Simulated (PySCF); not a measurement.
## Bonding in silicon tetramer

Compound: silicon tetramer, Si4 (singlet state).
SMILES with atom numbers: `[Si:1]1[Si:2][Si:3][Si:4]1`

Geometry (PBE0-D3(BJ)/def2-SVP, Å), atoms numbered from 1 in this order:
```
atom  x, y, z in Å
Si1    0.342   -1.958    0.278
Si2    1.066    0.164    0.864
Si3   -0.326    1.945    0.354
Si4   -1.044   -0.176   -0.241
```

Bond orders from the PBE0/pcSseg-1 density (PySCF). Geometry: PBE0-D3(BJ)/def2-SVP; no solvent, vibrations or thermal averaging.

Question: How far do the computed orders between heavy atoms stray from the drawn ones?

Answer: The largest departure is 0.069, at Si1–Si2 (drawn single, 0.931), Si2–Si3 (drawn single, 0.931), Si3–Si4 (drawn single, 0.931) and Si4–Si1 (drawn single, 0.931).

Question: Give the Mayer order of every bond, beside its length.

Answer: 
```csv
bond,drawn as,length (Å),Mayer order
Si1–Si2,single,2.317,0.931
Si2–Si3,single,2.317,0.931
Si3–Si4,single,2.317,0.931
Si4–Si1,single,2.317,0.931
```

Question: Sum the orders of all bonds at each heavy atom with more than one neighbour and set the sums beside the valence in the SMILES.

Answer: Si1 1.862 (drawn 2), Si2 1.862 (drawn 2), Si3 1.862 (drawn 2), Si4 1.862 (drawn 2). Orders between atoms that aren't bonded are not in these sums.

For a closed shell the Mayer order of atoms A and B is Σ (PS)μν (PS)νμ over the basis functions μ on A and ν on B, with P the density and S the overlap matrix.

These values come from a run that also computed NMR shieldings. Hardware: one thread of an Arm Neoverse V1, no GPU, on a shared host. Cost: 6.2 s of wall time (with the writing of density and orbital grids), 0.44 GiB resident at most.
